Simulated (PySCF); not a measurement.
# CuC: one state, many levels of theory

State: ⁴Σ⁻ (quartet), unpaired electrons σ ↑, π ↑↑. Set-up: PySCF, no relativity, basis sets Cu def2-TZVPP, C def2-TZVPP. De refers to Cu (3d10 4s1) + C in their high-spin ground configurations, without counterpoise correction. The functionals are run spin-unrestricted. A positive dipole means Cu(−)C(+).

| Level | Re (Å) | ωe (cm⁻¹) | De (eV) | μ (D) |
| --- | --- | --- | --- | --- |
| UHF | 1.963 | 509 | n/a | -5.58 |
| UHF-MP2 | 1.786 | 621 | n/a | n/a |
| UHF-SCS-MP2 | 1.819 | 587 | n/a | n/a |
| PBE | 1.774 | 636 | 2.61 | -3.25 |
| revPBE | 1.789 | 615 | 2.39 | -3.30 |
| r²SCAN | 1.768 | 645 | 2.63 | -3.31 |
| TPSSh | 1.795 | 606 | 2.38 | -3.56 |
| r²SCANh | 1.782 | 626 | 2.47 | -3.52 |
| PBE0 | 1.809 | 593 | 2.26 | -3.80 |
| M06 | 1.816 | 607 | 2.16 | -3.60 |
| ωB97X-V | 1.821 | 585 | 2.09 | -4.25 |

(1) What does a quarter of exact exchange do here, going from PBE to PBE0?

(2) What does the step from GGA to meta-GGA do here, going from PBE to r²SCAN?

Correlated steps freeze 6 core orbitals. With d or f electrons several states lie close, and the lowest PBE0 determinant need not be the measured ground state.

The whole job (state search and all levels along the bond) took about 9.9 min on 1 thread of Arm Neoverse V2 (shared host), peak memory 3.2 GiB.

Results:

(1) PBE0 less PBE: +3.5 pm in Re, -6.8 % in ωe, -0.35 eV in De. Exact exchange removes part of the self-interaction that spreads semilocal densities, and in most molecules shortens and stiffens the bond and lowers De; here Re and ωe go the other way.

(2) r²SCAN less PBE: -0.6 pm in Re, +1.4 % in ωe, +0.02 eV in De.
